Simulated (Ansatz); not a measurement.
Consider the redistribution: `[SiH3]OB(S)Cl` + `[NH2][Ga]([Cl])[Cl]` → `SB(Cl)Cl` + `[NH2][Ga]([Cl])[O][SiH3]`.

Gas-phase electronic energies from Ansatz, PBE0-D4/def2-TZVP geometries. CCSD(T)/CBS is the MP2 limit (def2-TZVPP, def2-QZVPP) plus CCSD(T) − MP2 in def2-TZVPP, frozen cores. Functionals use def2-TZVPP. For Ga outer-core shells are correlated without core-valence functions, which leaves a few kJ/mol of doubt a bond. Scalar relativity is left out up to krypton. Each species was taken in one conformer, which may not be the lowest.

CCSD(T)/CBS gives +20.9 kcal/mol.

Problem. Another level gave +23.6 kcal/mol. Which?
A. PBE/def2-TZVPP
B. BHLYP-D4/def2-TZVPP
C. RPA@PBE/def2-TZVPP
D. r2SCANh-D4/def2-TZVPP

Solution. B. BHLYP-D4 23.6, r2SCANh-D4 21.7, RPA@PBE/def2-TZVPP 19.3, PBE 20.3 kcal/mol.

Largest T1 diagnostic among the species: 0.012.

In def2-TZVPP, CCSD(T) changes the Hartree–Fock value by −5.2 kcal/mol (the triples alone add −0.7 kcal/mol) and MP2 by −6.2 kcal/mol. From PBE to PBE0 (25 % exact exchange), in def2-TZVPP and without D4, ΔE moves by +1.4 kcal/mol.
